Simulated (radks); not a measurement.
Q: The table gives one normalised radial function P(r) = r R(r) of Tm+ in [Xe] 4f13 6s1 (r in bohr). Method: scalar-relativistic Kohn-Sham, LDA (Slater exchange, Perdew-Wang correlation), spin-polarised, spherical densities, finite nucleus; open shells are filled with parallel spins first (spin-orbit coupling, left out, can overturn this in heavy ions); Fermi nuclear charge, rms radius 5.2256 fm; hard spherical wall at 20 bohr; computed with a radial shooting solver on a logarithmic mesh with Libxc functionals.

r         P
0.001821   0.0033
0.002488   0.0056
0.003372   0.0093
0.00457    0.0155
0.006243   0.0257
0.008461   0.0414
0.01147    0.0652
0.01567    0.1000
0.02123    0.1435
0.02901    0.1907
0.03931    0.2205
0.05328    0.2021
0.07278    0.0970
0.09864   -0.0898
0.1337    -0.2753
0.1826    -0.2897
0.2475    -0.0232
0.3381     0.3644
0.4583     0.4483
0.6211     0.0439
0.8485    -0.5795
1.15      -0.9278
1.571     -0.8418
2.129     -0.5122
2.886     -0.2094
3.942     -0.0517
5.343     -0.0073
7.241     -0.0005
9.892     0.0000

Which n and l does it have? It may be an empty orbital.

A: n = 5, l = 1: the number of nodes gives n - l - 1 = 3, the rise at small r (about r^(l+1), flatter next to the nucleus through relativity) gives l, and the extent must fit the shell. The curve is that of 5p down; the table hardly tells the two spins apart. 5p down: eigenvalue -33.603 eV, 3 radial nodes at r = 0.0862, 0.252, 0.635 bohr, <r> = 1.47 bohr, 90 % of the charge inside 2.17 bohr.
